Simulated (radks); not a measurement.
The cadmium ion Cd+, 47 electrons, occupied as [Kr] 4d10 6s1 (not the ground configuration).

Calculated with a radial shooting solver on a logarithmic mesh with Libxc functionals: non-relativistic Kohn-Sham, XLYP, spin-polarised, spherical densities, point nucleus; open shells are filled with parallel spins first (spin-orbit coupling, left out, can overturn this in heavy ions); relativity is left out, which matters for an element this heavy.

Energy parts (hartree):
| part | energy |
|---|---|
| total | -5467.43003 |
| kinetic | 5465.43274 |
| electron-nucleus | -12992.04027 |
| Hartree | 2210.63476 |
| exchange-correlation | -151.45727 |

Orbitals (lengths in bohr, moments of r in powers of bohr; r(90%) holds 90 % of the orbital's charge):
| orbital | occ. | eigenvalue (hartree) | r(90%) | <r^4> |
|---|---|---|---|---|
| 1s up | 1 | -943.3146 | 0.0564 | 4.575e-06 |
| 1s down | 1 | -943.3144 | 0.0564 | 4.575e-06 |
| 2s up | 1 | -137.4771 | 0.211 | 0.0008345 |
| 2s down | 1 | -137.4769 | 0.211 | 0.0008345 |
| 2p up | 3 | -128.2061 | 0.190 | 0.0005494 |
| 2p down | 3 | -128.2060 | 0.190 | 0.0005494 |
| 3s up | 1 | -25.90422 | 0.545 | 0.03777 |
| 3s down | 1 | -25.90401 | 0.545 | 0.03777 |
| 3p up | 3 | -22.13768 | 0.545 | 0.03725 |
| 3p down | 3 | -22.13746 | 0.545 | 0.03725 |
| 3d up | 5 | -15.16327 | 0.528 | 0.03288 |
| 3d down | 5 | -15.16306 | 0.528 | 0.03288 |
| 4s up | 1 | -4.08929 | 1.32 | 1.323 |
| 4s down | 1 | -4.08867 | 1.32 | 1.322 |
| 4p up | 3 | -2.88356 | 1.44 | 1.856 |
| 4p down | 3 | -2.88285 | 1.44 | 1.854 |
| 4d up | 5 | -0.94767 | 1.97 | 6.736 |
| 4d down | 5 | -0.94668 | 1.97 | 6.853 |
| 5s up | 0 | -0.57801 | 3.80 | 92.00 |
| 5s down | 0 | -0.58716 | 3.84 | 91.87 |
| 5p up | 0 | -0.36717 | 4.98 | 249.0 |
| 5p down | 0 | -0.37965 | 4.63 | 197.3 |
| 5d up | 0 | -0.16109 | 8.38 | 2098 |
| 6s up | 1 | -0.19967 | 8.65 | 2480 |

The highest occupied level is 6s up at -5.433 eV. The configuration is held as typed, so some empty levels lie below it. Virial ratio -V/T = 2.00037. The electron density at the nucleus is 7.769e+04 e/bohr^3. The density falls to 0.001 e/bohr^3 at r = 3.25 bohr. The spin density at the nucleus is 2.382 e/bohr^3 (1s 0.009, 2s 0.003, 3s 0.000, 4s -0.005, 6s 2.375). Summed over all electrons, <r^2> = 72.24 bohr^2, which gives a Langevin (diamagnetic) susceptibility term of -57.2 x 10^-6 cm^3/mol. Spin moment in Bohr magnetons: 1.
